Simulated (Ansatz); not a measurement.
CH$_{3}$AsO$_{2}$ (`C1O[AsH]O1`). The species carries charge 0 and has multiplicity 1. Geometry: relaxed with PBE0-D4/def2-TZVP.

```xyz
7

C     0.099   -0.754   -0.042
O    -0.500    0.021   -1.070
As    0.254    1.508   -0.370
O     1.067    0.139    0.488
H     0.567   -1.657   -0.445
H    -0.647   -1.011    0.727
H    -0.840    1.753    0.711
```

(1) What is the dipole moment at PBE/def2-TZVPP? (Estimate.)

(2) And with r2SCAN, B3LYP, ωB97M-V? (Best estimate.)

(3) Give the Mulliken charges with PBE, B3LYP, r2SCAN in def2-TZVPP. (Best estimate.)

## Answers

(1) Ansatz gave: 0.79 D, with components (-0.30, 0.69, 0.25) D in this frame, pointing from negative to positive charge.

(2) Computed: r2SCAN 0.82 D, B3LYP 0.92 D, ωB97M-V 0.99 D.

(3) Ansatz gave: 
```csv
atom,PBE,B3LYP,r2SCAN
C1,0.15,0.19,0.30
O2,-0.37,-0.44,-0.44
As3,0.51,0.59,0.57
O4,-0.37,-0.44,-0.44
H5,0.08,0.09,0.04
H6,0.07,0.08,0.03
H7,-0.06,-0.06,-0.07
```

B3LYP here is the variant with VWN-RPA as its local correlation; programs differ in this.
